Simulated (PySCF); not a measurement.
## `C[C@@H](CF)O[C@H](F)C=O`, C₅H₈F₂O₂

Geometry (Å), atoms numbered from 1 in this order:
```xyz
17

C    -2.009   -0.692    0.302
C    -0.777   -0.106   -0.374
C    -0.934    1.404   -0.578
F    -0.046    1.869   -1.519
O     0.334   -0.390    0.486
C     1.577   -0.360   -0.094
F     1.760   -1.498   -0.869
C     2.604   -0.384    1.039
O     3.050    0.594    1.552
H    -2.886   -0.556   -0.324
H    -1.856   -1.753    0.476
H    -2.169   -0.205    1.260
H    -0.612   -0.584   -1.349
H    -0.727    1.941    0.353
H    -1.933    1.646   -0.949
H     1.741    0.494   -0.768
H     2.875   -1.409    1.344
```

Theory: GIAO CAM-B3LYP/STO-3G magnetisability, rotational g tensor and spin-rotation constants, non-relativistic, gas phase (PySCF 2.14.0). Geometry: GFN2-xTB.

Q: What are the magnetisability and the molar susceptibility?

A: Isotropic -1094 × 10⁻³⁰ J/T², or -65.9 × 10⁻⁶ cm³/mol; principal values -1322, -1083, -878 × 10⁻³⁰ J/T², anisotropy 385 × 10⁻³⁰ J/T² (root of half the summed squared differences of the principal values). The susceptibility is in cgs units.

Q: Split it along the inertial axes a, b, c into diamagnetic and paramagnetic parts about the centre of mass, with the quadrupole moment.

A: 
| axis | χ (10⁻⁶ cm³/mol) | diamagnetic (10⁻⁶ cm³/mol) | paramagnetic (10⁻⁶ cm³/mol) | summed x² of all electrons (Å²) | quadrupole Θ (D Å) |
| --- | --- | --- | --- | --- | --- |
| a | -67.9 | -638.8 | 570.9 | 232.2 | +4.06 |
| b | -60.8 | -1229.3 | 1168.5 | 93.0 | -2.39 |
| c | -69.0 | -1379.3 | 1310.4 | 57.6 | -1.67 |

Anisotropies 2χaa − χbb − χcc = -6.1 and 2χbb − χaa − χcc = +15.3 × 10⁻⁶ cm³/mol. Θ is traceless in Buckingham's convention.

Q: And the rotational g tensor?

A: 
```csv
axis,rotational constant (GHz),g,nuclear part,electronic part
a,2.0723,-0.0183,0.5375,-0.5558
b,1.0105,-0.0105,0.5442,-0.5547
c,0.8957,-0.0061,0.5453,-0.5514
```
Asymmetric top; isotopes 12C, 19F, 1H, 16O; no vibrational averaging.
